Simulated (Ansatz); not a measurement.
The cluster K₂Se⁻. Charge -1, multiplicity 2. Geometry r2SCAN-D4/def2-TZVP, that of the neutral singlet; atoms count from 1.

```xyz
3

K     0.892   -2.651   -0.271
K    -0.775    2.699   -0.113
Se   -0.117   -0.048    0.384
```

The highest occupied level of the charge -1 doublet lies above zero (up to 0.39 eV). By energy differences its removal costs 0.32 eV (vertical, to the charge 0 singlet, at PBE0-D4/def2-TZVPD); a positive level beside a positive removal energy at the same level points to self-interaction error. The structure comes from a short search, and lower isomers may exist.

Q: Estimate the Mulliken populations from the PBE0/def2-TZVPD orbitals of Ansatz.

A: 
| atom | charge (e) | spin (α − β) |
| --- | --- | --- |
| K1 | 0.11 | 0.54 |
| K2 | 0.11 | 0.54 |
| Se3 | -1.22 | -0.07 |
Mulliken values and Mayer orders depend strongly on the basis. With diffuse functions, as here, like atoms can get unlike values, and bond orders can come out too low or too high.

Q: Where does the spin sit?

A: Summed by element: K 1.07, Se -0.07, of 1 unpaired in all. Largest on single atoms: K1 0.54, K2 0.54, Se3 -0.07.

Q: And the Mayer bond orders between bonded heavy atoms (over 0.3)?

A: K1–Se3 0.59 (2.87 Å); K2–Se3 0.59 (2.87 Å). Values over 0.3 also appear between atoms too far apart for a bond (K1–K2 0.45 at 5.61 Å); they arise where an orbital or an unpaired electron spreads over both atoms.
